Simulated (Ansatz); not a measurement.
Total energies of (H2Al-mu-I)2 (Al₂H₄I₂) from Ansatz at r2SCAN-D4/def2-TZVPD, gas phase (1 Eh = 27.2114 eV = 2625.5 kJ/mol). The reference geometry is relaxed at PBE-D4/def2-SVP.

Cartesian coordinates in Å:
```
Al 0.748 1.043 1.287
H 0.711 0.434 2.756
H 1.356 2.440 0.830
I 1.779 -0.853 -0.342
Al -0.749 -1.046 -1.284
H -0.741 -0.488 -2.774
H -1.340 -2.429 -0.768
I -1.764 0.900 0.296
```

```
                 state   geometry  energy (Eh)
      charge 0 singlet  reference  -1082.99286
     charge -1 doublet  reference  -1082.99630
free Al atom (doublet)          –   -242.33061
 free H atom (doublet)          –     -0.49993
 free I atom (doublet)          –   -297.79517
```

In the def2 sets I takes a core potential; there is no spin–orbit coupling.

Q: Work out the vertical electron affinity, to the doublet.

A: E(charge 0 singlet) − E(charge -1 doublet) = -1082.99286 − (-1082.99630) = 0.00344 Eh = 0.09 eV; so near zero that its sign isn't settled.

Q: What is the binding energy per atom against free atoms?

A: Atoms: 2 × (-242.33061) + 4 × (-0.49993) + 2 × (-297.79517) = -1082.25128 Eh. Binding: -1082.25128 − (-1082.99286) = 0.74158 Eh = 20.18 eV, or 2.52 eV for each of 8 atoms (no zero-point energy, no counterpoise term).

At r2SCAN-D4/def2-TZVPD the highest occupied level of the charge -1 doublet lies above zero (up to 1.39 eV). Energy differences put its binding near zero (0.09 eV; vertical, to the charge 0 singlet, at r2SCAN-D4/def2-TZVPD), which leaves it undecided.
